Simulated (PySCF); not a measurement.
Excitations are Tamm–Dancoff values on a coarser integration grid. The basis has no diffuse functions, so Rydberg states are missing or too high.

## C4H10S, SMILES `CC(C)(C)S` (C–C–S–H torsion 180°) (charge 0, multiplicity 1)

Computed with PBE-D3(BJ)/def2-TZVP // B3LYP-D3(BJ)/def2-TZVP run with PySCF.

The HOMO comes out as -5.45 eV. The dipole moment is 1.65 D and the HOMO–LUMO gap is 4.94 eV. The LUMO comes out as -0.51 eV. The S1 excitation (TDA) comes out as 5.10 eV, the S1 oscillator strength comes out as 0.004 and the T1 excitation (TDA) is 4.65 eV. The S1–T1 gap (TDA) comes out as 0.44 eV. The total energy comes out as -556.3221 Ha and the cost comes out as about 4 core-minutes (a rough figure).

```xyz
15

C      1.4294     0.3313    -0.5030
C     -0.0328    -0.0117    -0.2115
C     -0.1264    -1.3116     0.5861
C     -0.7090     1.1334     0.5410
S     -0.8238    -0.2309    -1.8761
H      1.9646     0.4762     0.4381
H      1.5116     1.2501    -1.0853
H      1.9217    -0.4715    -1.0535
H      0.3761    -1.1944     1.5508
H      0.3436    -2.1351     0.0492
H     -1.1659    -1.5808     0.7800
H     -0.6562     2.0611    -0.0281
H     -0.2156     1.2890     1.5050
H     -1.7597     0.9117     0.7341
H     -2.0576    -0.5165    -1.4269
```
Charge 0, spin multiplicity 1.
